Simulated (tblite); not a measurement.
C5H10FO3S (charge -1).
Geometry (GFN2-xTB, Å), atoms numbered from 1 in this order:
```xyz
20
C5H10FO3S angstrom
C     -2.3574   -0.6957   -0.2546
O     -1.4763   -0.1599    0.6903
C     -0.1390    0.1802    0.2320
C      0.6039    0.5444    1.5163
C     -0.1613    1.3787   -0.7177
C      0.5855   -0.9807   -0.4210
F      0.1055   -1.2385   -1.7114
S      2.5541   -0.7755   -0.6305
O      3.0086   -1.3875    0.6413
O      2.7637    0.6981   -0.6467
H     -3.3081   -0.8315    0.2660
H     -2.5121   -0.0250   -1.1083
H     -2.0218   -1.6671   -0.6341
H      1.6085    0.8700    1.2652
H      0.0712    1.3413    2.0309
H      0.6657   -0.3232    2.1681
H      0.8730    1.6465   -0.9232
H     -0.6471    1.1286   -1.6586
H     -0.6799    2.2156   -0.2527
H      0.4582   -1.9081    0.1457
```

Calculated harmonic vibrations of the isolated species, GFN2-xTB (tblite), most abundant isotopes, no scaling. The method is semi-empirical: single wavenumbers can be off by several per cent or more. One conformer, not necessarily the lowest.

Harmonic wavenumbers (cm⁻¹): 51.9, 58.5, 83.7, 149.4, 194.6, 205.5, 207.2, 210.9, 245.1, 269.5, 271.2, 312.8, 371.9, 381.8, 413.4, 476.7, 511.6, 555.9, 647.3, 786.2, 871.0, 957.0, 968.3, 1001.5, 1021.4, 1039.4, 1059.5, 1078.5, 1097.7, 1133.6, 1150.4, 1169.9, 1218.7, 1250.0, 1293.0, 1379.1, 1399.9, 1409.4, 1470.8, 1480.0, 1483.0, 1490.2, 1500.7, 1505.0, 2899.7, 2927.2, 2942.2, 2973.8, 3007.9, 3017.8, 3025.1, 3027.5, 3040.3, 3053.3.

A = 1921, B = 808.1, C = 749.0 MHz; mass 169.033 u (most abundant isotopes); point group C1, symmetry number 1.

Task: Zero-point energy?

Result: ½Σν̃ = 32874 cm⁻¹ = 393.26 kJ/mol.

Task: What is S at 200 K and 1 bar for an ideal gas of classical rigid rotors and harmonic oscillators?

Result: Translation 164.54, rotation 120.55, vibration 102.22: S = 387.3 J/(mol K).

Task: And Cp and H(200 K) − H(0)?

Result: Cp = 146.32 J/(mol K), of which vibrations give 113.06 (their classical limit is 54 R = 449.0); H(200 K) − H(0) = 18.14 kJ/mol without the zero-point energy, 11.49 from vibrations.

Task: How do the functions run with temperature in this model?

Result: 
| T (K) | S (J/(mol K)) | Cp (J/(mol K)) | H − H(0) (kJ/mol) | G − H(0) (kJ/mol) | ln q(vib) |
| --- | --- | --- | --- | --- | --- |
| 50 | 253.7 | 58.3 | 2.16 | -10.53 | 0.58 |
| 100 | 305.0 | 93.5 | 5.96 | -24.54 | 2.00 |
| 298.15 | 453.7 | 188.6 | 34.59 | -100.67 | 8.73 |
| 373.15 | 499.4 | 219.7 | 49.91 | -136.43 | 11.19 |
| 500 | 570.3 | 265.7 | 80.80 | -204.36 | 15.20 |
| 750 | 691.2 | 330.0 | 155.89 | -362.52 | 22.56 |
| 1000 | 792.2 | 371.6 | 243.94 | -548.31 | 29.22 |

q(vib) and H(0) count from the zero-point level.

Task: What must be added to the electronic energy to get the Gibbs energy at 200 K and 1 bar?

Result: ZPE + [H(200 K) − H(0)] − T·S = 393.26 + 18.14 − 77.46 = 333.94 kJ/mol.

Hindered rotation and anharmonicity are outside this model. Other conformers, if any are populated, would add a mixing term that is left out. The structure is chiral; the term R ln 2 for an equal mix with its mirror image is left out.

Hardware: one thread of an Arm Neoverse N1, no GPU, shared host with 64 logical CPUs at a one-minute load of 56. Cost: 1.5 s wall. The figure is for the frequency step alone.
